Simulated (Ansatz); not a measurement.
Geometry optimisation, Ansatz, RHF/def2-SVP.

input.yaml

```yaml
crystal:
  periodic: [false, false, false]
  atoms:
    - { symbol: B, position_ang: [0.050225, 0.297545, -0.0529] }
    - { symbol: F, position_ang: [-0.08342, 0.344212, 1.25178] }
    - { symbol: F, position_ang: [1.201255, 0.550503, -0.591547] }
    - { symbol: F, position_ang: [-0.997634, 0.094074, -0.792342] }
    - { symbol: S, position_ang: [0.294049, -2.688017, 0.714556] }
    - { symbol: H, position_ang: [-0.975422, -2.879315, 0.347263] }
    - { symbol: H, position_ang: [-0.016552, -1.748502, 1.66039] }
basis:
  gaussian: { orbitals: def2-SVP }
hamiltonian:
  xc: hf
relax:
  f_tol: 0.03
  max_steps: 50
output:
  orbitals: {}
```

Command:

```bash
$ ansatz run input.yaml --threads 1 --pin off --max-ram 2048MiB --backend cpu --events-out ev --progress --plain --runs-dir out
```

Task: Where does it end, and by what steps?

Result: It converged. The force dipped under the threshold on the way, but the program's further checks kept it going. After 8 steps the energy has fallen by 0.156 eV; H7 moved furthest, 0.75 Å.

| step | energy less start (eV) | largest force component (eV/Å) | accepted |
| --- | --- | --- | --- |
| 0 | 0.0000 | 1.017 | yes |
| 1 | -0.1018 | 0.419 | yes |
| 2 | -0.1134 | 0.603 | yes |
| 3 | -0.1294 | 0.517 | yes |
| 4 | -0.1452 | 0.317 | yes |
| 5 | -0.1544 | 0.018 | yes |
| 6 | -0.1547 | 0.156 | yes |
| 7 | -0.1554 | 0.094 | yes |
| 8 | -0.1559 | 0.007 | yes |

```xyz
7
Properties=species:S:1:pos:R:3
B 0.047 0.472 -0.120
F -0.085 0.785 1.136
F 1.212 0.545 -0.689
F -1.006 0.183 -0.827
S 0.300 -2.650 0.724
H -0.939 -2.942 0.323
H -0.056 -2.423 1.990
```

Whether the end is a true minimum wasn't checked by a vibrational analysis.

The run took 11 s on 1 thread of Arm Neoverse V2, with other jobs on the host, peak memory 0.15 GiB.
